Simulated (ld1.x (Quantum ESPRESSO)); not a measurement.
# An all-electron radial function and its pseudo partner (O)

Columns: radius, all-electron u(r) and pseudo u(r) of the 2p shell (level -9.24 eV) of oxygen in the configuration [He] 2s1.5 2p4.5; PBE, scalar-relativistic, RRKJ scheme, ld1.x (Quantum ESPRESSO) 7.5.

```csv
r (bohr),all-electron,pseudo
0.090,0.0870,0.0257
0.180,0.2523,0.0996
0.270,0.4209,0.2126
0.360,0.5647,0.3509
0.450,0.6763,0.4986
0.540,0.7569,0.6396
0.630,0.8092,0.7603
0.720,0.8377,0.8509
0.810,0.8471,0.9066
0.900,0.8419,0.9279
0.990,0.8259,0.9189
1.080,0.8021,0.8871
1.170,0.7729,0.8407
1.260,0.7403,0.7878
1.350,0.7056,0.7344
1.440,0.6699,0.6846
1.530,0.6340,0.6399
1.620,0.5985,0.6001
1.710,0.5637,0.5639
1.800,0.5301,0.5301
1.890,0.4977,0.4977
1.980,0.4667,0.4667
2.070,0.4372,0.4372
2.160,0.4092,0.4092
2.250,0.3828,0.3828
2.340,0.3578,0.3578
```

(1) How many radial nodes do the two functions have?

(2) At about which radius was the pseudo-wave matched?

(3) Is the pseudo-wave norm-conserving?

Answers

(1) The all-electron 2p function has n − l − 1 = 0; the pseudo-wave has 0.

(2) 1.80 bohr, where the columns begin to agree (steps of 0.09 bohr).

(3) Yes: the RRKJ scheme keeps the norm inside the radius equal to the all-electron one, which fixes the energy derivative of the logarithmic derivative at the level.
